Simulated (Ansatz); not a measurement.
One change: `C=C[O][GaH2]` becomes `BOC=C`.

Ansatz, PBE0-D4/def2-TZVP geometries, multiplicity 1. Each molecule was computed in one conformer, which needn't be the lowest.

Scalar relativity is left out up to krypton.

| property | `C=C[O][GaH2]` |
| --- | --- |
| HOMO energy (B3LYP/def2-TZVPP) / eV | -6.47 |
| HOMO–LUMO gap (PBE/def2-TZVPP) / eV | 3.26 |
| zero-point energy (PBE0-D4/def2-TZVP) / kJ/mol | 157.4 |
| LUMO energy (PBE/def2-TZVPP) / eV | -2.31 |
| HOMO energy (PBE0/def2-TZVPP) / eV | -6.67 |
| LUMO energy (ωB97M-V/def2-TZVPP) / eV | 0.18 |

Task: Give the same properties after the change, and the shifts. (An estimate is asked.)

Result: Computed: 
```tsv
property	`BOC=C`	shift
HOMO energy (B3LYP/def2-TZVPP) / eV	-7.29	-0.82
HOMO–LUMO gap (PBE/def2-TZVPP) / eV	4.58	1.32
zero-point energy (PBE0-D4/def2-TZVP) / kJ/mol	180.0	22.6
LUMO energy (PBE/def2-TZVPP) / eV	-1.84	0.47
HOMO energy (PBE0/def2-TZVPP) / eV	-7.51	-0.84
LUMO energy (ωB97M-V/def2-TZVPP) / eV	1.07	0.89
```

With PBE0 the HOMO falls by 0.84 eV and the LUMO rises by 0.68 eV, so the gap widens by about 1.52 eV. PBE moves the HOMO by -0.86 eV and ωB97M-V by -0.85 eV.

B3LYP here is the variant with VWN-RPA as its local correlation; programs differ in this.
